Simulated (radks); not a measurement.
The numbers below are computed, except where a source is named.
Task: All-electron atom: Ge I in [Ar] 3d10 4s2 4p1 4d1 (not the ground configuration). Code: a radial shooting solver on a logarithmic mesh with Libxc functionals. Model: Dirac Kohn-Sham, BLYP, spin-unpolarised, spherical densities, finite nucleus; open shells are shared between the two j in proportion to 2j + 1; Fermi nuclear charge, rms radius 4.0742 fm.

Spin-orbit splittings of the eigenvalues, e(l+1/2) - e(l-1/2), with zeta = 2 splitting/(2l+1) and mean radii in bohr:

shell  occ.  splitting (eV)  zeta (eV)  <r> j=l-1/2  <r> j=l+1/2
2p        6           31.90      21.27       0.1812       0.1848
3p        6               ?          ?       0.6398       0.6506
3d       10          0.5866     0.2346       0.7324       0.7377
4p        1          0.2382     0.1588        2.582        2.626
4d        1        0.002193  0.0008771        8.756        8.784

Estimate the 3p splitting.

Result: 4.287 eV (zeta = 2.858 eV).
